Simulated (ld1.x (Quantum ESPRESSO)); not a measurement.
## Tb PAW: all-electron and pseudo phase curves

| Item | Value |
| --- | --- |
| Element | Tb |
| Generator | ld1.x (Quantum ESPRESSO) 7.5 |
| Type | PAW |
| Functional | PBE |
| Relativity | fully relativistic |
| Frozen core | [Kr] 4d10 |
| Valence charge | 19 |
| Reference configuration | 4f9 5s2 5p6 5d0.5 6s1.5 6p0 |
| Partial waves | 5s (bound): rcut 1.80, rcutus 2.25 bohr; 6s (bound): rcut 1.80, rcutus 2.25 bohr; 5p (bound): rcut 2.10, rcutus 2.45 bohr; 6p (bound, empty): rcut 2.10, rcutus 2.45 bohr; 5d (bound): rcut 2.15, rcutus 2.65 bohr; 5d channel at 0.55 Ry: rcut 2.15, rcutus 2.65 bohr; 4f (bound): rcut 1.30, rcutus 1.60 bohr; 4f channel at 4.3 Ry: rcut 1.30, rcutus 1.60 bohr |
| Local potential | all-electron potential smoothed inside 1.35 bohr (lloc = -1) |
| Core correction | Bessel-smoothed model core inside 1.65 bohr |
| Augmentation charge | PSQ, inside the norm-conserving radii |

Open shells are filled in proportion to 2j + 1 (rel_dist='average').

The phase is arctan(r·u′/u) with u = r·R(r), unwrapped; energies in Ry, scanned from -5 to 5 Ry. A pole is an energy at which the radial function vanishes at the test radius. The pseudo phase is shifted by a multiple of π to meet the all-electron one at the reference energy, and phase errors are pseudo minus all-electron; the curves can meet again beyond the range given. Levels narrower than the energy grid can be missing from the lists of poles.

Problem. For each channel, where are the poles, and over which energies does the pseudopotential scatter like the atom?

Solution.

```csv
channel,radius (bohr),reference energy (Ry),"poles, all-electron","poles, pseudo",unbroken range about the reference energy with phases within 0.05 rad,phase error 1 Ry above the reference energy (rad)
s,2.91,-0.26,"-3.40, 2.62","-3.40, -2.77, 2.75",-2.7 to 4.7,+0.007
p1/2,2.91,-0.09,"-1.89, 3.70","-3.22, -1.89, 2.42",-2.1 to 0.6,-0.203
p3/2,2.91,-0.08,"-1.51, 4.10","-4.95, -1.51, 2.75",-4.8 to 0.8,-0.089
d3/2,2.91,-0.09,0.76,0.76,below 2.7,-0.000
d5/2,2.91,-0.07,0.82,0.82,below 2.7,-0.000
f5/2,2.91,-0.22,"-0.19, 3.62","-0.19, 3.62",the whole range,+0.001
f7/2,2.91,-0.16,"-0.13, 3.64","-0.13, 3.64",the whole range,+0.001
```

The ghost test of this file was not conclusive.

Phases in the d3/2 channel:

```json
{"E (Ry)": "-5.00", "all-electron": "1.415", "pseudo": "1.415"}
{"E (Ry)": "-4.48", "all-electron": "1.406", "pseudo": "1.406"}
{"E (Ry)": "-3.96", "all-electron": "1.395", "pseudo": "1.395"}
{"E (Ry)": "-3.44", "all-electron": "1.381", "pseudo": "1.381"}
{"E (Ry)": "-2.92", "all-electron": "1.363", "pseudo": "1.363"}
{"E (Ry)": "-2.40", "all-electron": "1.339", "pseudo": "1.339"}
{"E (Ry)": "-1.88", "all-electron": "1.304", "pseudo": "1.303"}
{"E (Ry)": "-1.36", "all-electron": "1.243", "pseudo": "1.243"}
{"E (Ry)": "-0.84", "all-electron": "1.110", "pseudo": "1.110"}
{"E (Ry)": "-0.32", "all-electron": "0.527", "pseudo": "0.527"}
{"E (Ry)": "0.20", "all-electron": "-1.214", "pseudo": "-1.214"}
{"E (Ry)": "0.72", "all-electron": "-1.559", "pseudo": "-1.559"}
{"E (Ry)": "1.24", "all-electron": "-1.690", "pseudo": "-1.690"}
{"E (Ry)": "1.76", "all-electron": "-1.801", "pseudo": "-1.802"}
{"E (Ry)": "2.28", "all-electron": "-1.971", "pseudo": "-1.981"}
{"E (Ry)": "2.80", "all-electron": "-2.440", "pseudo": "-2.525"}
{"E (Ry)": "3.32", "all-electron": "-3.747", "pseudo": "-3.924"}
{"E (Ry)": "3.84", "all-electron": "-4.332", "pseudo": "-4.411"}
{"E (Ry)": "4.36", "all-electron": "-4.512", "pseudo": "-4.568"}
{"E (Ry)": "4.88", "all-electron": "-4.598", "pseudo": "-4.651"}
```
